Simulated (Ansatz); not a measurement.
`C#[C][Zr]([OH])([F])[Cl]` + H₂S → `[OH][Zr]([F])([SH])[Cl]` + acetylene  (ligand exchange at a Zr–C bond)

Calculated with Ansatz (gas phase, PBE0-D4/def2-TZVP geometries, no zero-point term in ΔE). CCSD(T)/CBS is the MP2 limit (def2-TZVPP, def2-QZVPP) plus CCSD(T) − MP2 in def2-TZVPP, frozen cores. This one scheme is used for every species. def2 core potentials past Kr. For Zr outer-core shells are correlated without core-valence functions, which leaves a few kJ/mol of doubt a bond. One conformer a species, not always the lowest.

```
                   species  CCSD(T)/CBS(def2) energy (Eh)
`C#[C][Zr]([OH])([F])[Cl]`                     -759.21682
                       H₂S                     -398.97279
 `[OH][Zr]([F])([SH])[Cl]`                    -1080.98754
                     `C#C`                      -77.22717
```

(1) Work out ΔE.

Largest T1 diagnostic among the species: 0.017.

Answers

(1) ΔE = (-1080.98754) + (-77.22717) − (-759.21682) − (-398.97279) = -0.02510 Eh = -65.9 kJ/mol.
